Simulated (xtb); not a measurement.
C₂H₈O₂Si, SMILES C[C@H](O)[SiH2]O. All values are semi-empirical tight-binding results from xtb (GFN2-xTB unless named), good for trends rather than for accurate numbers. The structure is a stationary point at GFN2-xTB. The structure was generated by enumeration; whether it is a known compound was not checked. One conformer was computed; it need not be the lowest.

Optimised geometry:

Bonds (Å): C1–C2 1.522, C1–H6 1.089, C1–H7 1.086, C1–H8 1.089, C2–O3 1.436, C2–Si4 1.919, C2–H9 1.095, O3–H10 0.963, Si4–O5 1.621, Si4–H11 1.456, Si4–H12 1.468, O5–H13 0.956. Bond angles (°): C2–C1–H6 110.5, C2–C1–H7 109.7, C2–C1–H8 110.9, H6–C1–H7 108.3, H6–C1–H8 108.5, H7–C1–H8 108.9, C1–C2–O3 111.3, C1–C2–Si4 115.2, C1–C2–H9 108.7, O3–C2–Si4 106.9, O3–C2–H9 103.7, Si4–C2–H9 110.5, C2–O3–H10 107.5, C2–Si4–O5 107.9, C2–Si4–H11 112.2, C2–Si4–H12 107.4, O5–Si4–H11 106.4, O5–Si4–H12 109.5, H11–Si4–H12 113.4, Si4–O5–H13 119.5.

```
Property                                         Value
---------------------------------------  -------------
orbital gap                                    5.60 eV
dipole moment                                   1.35 D
zero-point energy                        61.6 kcal/mol
G − E(el) at 298.15 K (modified RRHO)    41.9 kcal/mol
static polarisability (D4 model)            65.3 bohr³
solvation energy, GFN2-xTB/ALPB(water)   -6.2 kcal/mol
solvation energy, GFN2-xTB/ALPB(hexane)  -3.6 kcal/mol
```

Computed atomic charges and the Wiberg bond orders between heavy atoms:
charges (e) C1 -0.12, C2 0.00, O3 -0.47, Si4 0.51, O5 -0.47, H6 0.02, H7 0.03, H8 0.04, H9 0.02, H10 0.28, H11 -0.08, H12 -0.09, H13 0.32. Bond orders C1–C2 1.03, C2–O3 0.98, C2–Si4 0.83, Si4–O5 1.22.
